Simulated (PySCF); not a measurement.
Cl2OZr, multiplicity 1. Atoms are numbered in the order given.

```xyz
4

Zr    -0.1741     0.2954     0.0000
O      0.3478     1.9532     0.0000
Cl     0.1230    -0.8072    -2.0991
Cl     0.1230    -0.8072     2.0991
```

The structure is a stationary point at B3LYP-D3(BJ)/def2-SVP. The multiplicity is an assumed one; other spin states were not compared. The def2 effective core potentials stand for the cores of Zr; spin–orbit coupling is left out.

Computed with PBE/def2-TZVPD (PySCF).

Mulliken values depend strongly on the basis, most of all with diffuse functions as here. ESP charges are fitted to the potential on shells at 1.4 to 2.0 van der Waals radii. Atomic charges (e):

| atom | Mulliken | ESP fit |
|---|---|---|
| Zr1 | 1.56 | [?] |
| O2 | -0.64 | [?] |
| Cl3 | -0.46 | [?] |
| Cl4 | -0.46 | [?] |

Task: Complete the blanks. (An estimate is asked for; the answer gives what the named calculation found.)

Result: 
- Zr1, ESP fit: 1.32
- O2, ESP fit: -0.58
- Cl3, ESP fit: -0.37
- Cl4, ESP fit: -0.37
